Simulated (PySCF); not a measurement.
**Simulated absorption spectrum**

Compound: C8H8BN3O2.
Numbering: `[NH2:1][C:2](=[O:3])[N:4]1[N:5]=[CH:6][c:7]2[cH:8][cH:9][cH:10][cH:11][c:12]2[B:13]1[OH:14]` (hydrogens: H15, H16 on N1; H17 on C6; H18 on C8; H19 on C9; H20 on C10; H21 on C11; H22 on O14)

Structure used (PBE0-D3(BJ)/def2-SVP), in Å, numbered top down from 1:
```
atom  x, y, z in Å
N1     3.906    0.289   -0.597
C2     2.966   -0.667   -0.599
O3     3.199   -1.863   -0.722
N4     1.640   -0.207   -0.447
N5     1.516    1.138   -0.317
C6     0.346    1.652   -0.174
C7    -0.906    0.924   -0.132
C8    -2.130    1.595    0.034
C9    -3.312    0.869    0.073
C10   -3.288   -0.527   -0.053
C11   -2.080   -1.193   -0.218
C12   -0.874   -0.480   -0.260
B13    0.509   -1.147   -0.437
O14    0.688   -2.470   -0.570
H15    3.614    1.251   -0.478
H16    4.871    0.010   -0.688
H17    0.328    2.743   -0.075
H18   -2.145    2.683    0.132
H19   -4.265    1.388    0.202
H20   -4.225   -1.089   -0.021
H21   -2.055   -2.281   -0.316
H22    1.654   -2.635   -0.664
```

Theory: TDDFT CAM-B3LYP/def2-SVPD, vertical, gas phase, core orbitals frozen in the response (PySCF 2.14.0, density-fitted response routines).

Computed states:

| state | E (eV) | f |
| --- | --- | --- |
| S1 | 4.76 | 0.201 |
| S2 | 5.01 | 0.128 |
| S3 | 5.24 | 0.0009 |
| S4 | 5.82 | 0.097 |
| S5 | 6.07 | 0.464 |
| S6 | 6.08 | 0.014 |
| S7 | 6.46 | 0.230 |
| S8 | 6.54 | 0.0001 |
| S9 | 6.61 | 0.0020 |
| S10 | 6.73 | 0.145 |

Broadening: Gaussians 0.3 eV wide at half height, area fixed by f = 4.319×10⁻⁹ ∫ε dν̃. The cross-section is σ = 3.8235×10⁻²¹ ε cm², given in Mb (10⁻¹⁸ cm²). The width is an assumption, not a result. The curve ends short of the highest state used, and states not computed would add to its high-energy end.

Task: What does the envelope look like, and where are its maxima?

Result: 
E (eV), σ (Mb) and a bar:
```
     4.31       0.15 
     4.39       1.08 
     4.47       5.44 #
     4.54      16.19 ###
     4.62      39.07 #######
     4.70      64.67 ###########
     4.78      76.31 #############
     4.86      71.29 #############
     4.94      62.03 ###########
     5.02      52.35 #########
     5.10      37.12 #######
     5.18      19.42 ###
     5.26       7.18 #
     5.34       1.94 
     5.42       0.63 
     5.50       1.47 
     5.57       4.86 #
     5.65      14.27 ##
     5.73      30.78 #####
     5.81      54.90 ##########
     5.89      91.96 ################
     5.97     140.50 #########################
     6.05     170.08 ##############################
     6.13     149.58 ##########################
```

Maxima: 259 nm (4.79 eV), ε about 20000, made up of S1 (88%) and S2 (12%); 205 nm (6.06 eV), ε about 45000, made up of S5 (93%) (ε in L mol⁻¹ cm⁻¹; maxima over ε = 5, shares over 10%).

Task: What would ε be at 6.06 eV, the highest of these maxima, with half the width (0.15 eV)?

Result: About 85500 L mol⁻¹ cm⁻¹ against 44600, a factor of about 1.9; a lone state at its own centre would give exactly 2.

Task: Coming from long wavelengths, where does ε first pass 100 L mol⁻¹ cm⁻¹?

Result: At about 285 nm (4.35 eV), 0.41 eV below S1.

Task: On this curve, what absorbance would a 10⁻³ mol/L sample give at 254 nm over a 1 cm path?

Result: 254 nm is 4.881 eV, where ε is about 18000 L mol⁻¹ cm⁻¹, so A = ε c l ≈ 18 (Beer–Lambert, with the gas-phase spectrum and the assumed width).

One conformer stands for the species.
